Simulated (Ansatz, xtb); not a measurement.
**Two isomers of GeH12Si4**

Structure I is `[SiH3][Si]([SiH3])([SiH3])[GeH3]`, a singlet and structure II is `[SiH3][SiH2][SiH2][SiH2][GeH3]`, a singlet. Both are isolated molecules in the gas phase, relaxed with PBE0-D3(BJ)/def2-SVP, each in the lowest conformer that the search found.

Question: Which of the two would you expect CCSD(T)/def2-SVP + ΔMP2/def2-TZVPP electronic energies to favour?

Answer: Structure I; the calculation gives E(II) − E(I) = +4.0 kcal/mol.

The same difference at several levels:

```tsv
level	geometry	E(II) − E(I) (kcal/mol)	departure from the last row (kcal/mol)	job, with rough time for the two
GFN2-xTB	GFN2-xTB	−1.7	−5.7	optimisation, 1.1 s
HF/STO-3G	GFN2-xTB	−0.9	−4.9	single point, 3.5 s
r2SCAN-D4/def2-SVP	GFN2-xTB	+4.5	+0.6	single point, 17 s
PBE0-D3(BJ)/def2-SVP	PBE0-D3(BJ)/def2-SVP	+3.9	−0.1	optimisation, 4.1 min
HF/def2-SVP	PBE0-D3(BJ)/def2-SVP	+4.9	+0.9	part of the CCSD(T) run
MP2/def2-SVP	PBE0-D3(BJ)/def2-SVP	+6.1	+2.1	part of the CCSD(T) run
CCSD(T)/def2-SVP	PBE0-D3(BJ)/def2-SVP	+4.9	+0.9	single point
CCSD(T)/def2-SVP + ΔMP2/def2-TZVPP	PBE0-D3(BJ)/def2-SVP	+4.0		single point, 5.6 min
```

As drawn, both hold the same kinds of bond in the same numbers.

GFN2-xTB, HF/STO-3G put the two in the other order. The largest departure from CCSD(T)/def2-SVP + ΔMP2/def2-TZVPP is that of GFN2-xTB, 5.7 kcal/mol. The last row adds to CCSD(T) the change of the MP2 difference between the two basis sets, here −0.9 kcal/mol.

With thermal terms from frequencies at re-optimised GFN2-xTB minima (ideal gas, soft modes damped towards free rotors, one conformer each, 298.15 K, 1 atm): on the last row, ΔE + ΔZPE = +4.5, ΔH = +3.8, ΔG = +4.7 kcal/mol.

The correlated steps freeze 29 core orbitals; the filled d shell of Ge is correlated, in a basis made for valence electrons. Codes used: Ansatz 0.2.0, xtb 6.7.1; the last row on 2 threads of Intel(R) Xeon(R) Processor @ 2.50GHz (Skylake/Cascade Lake) on a shared host.
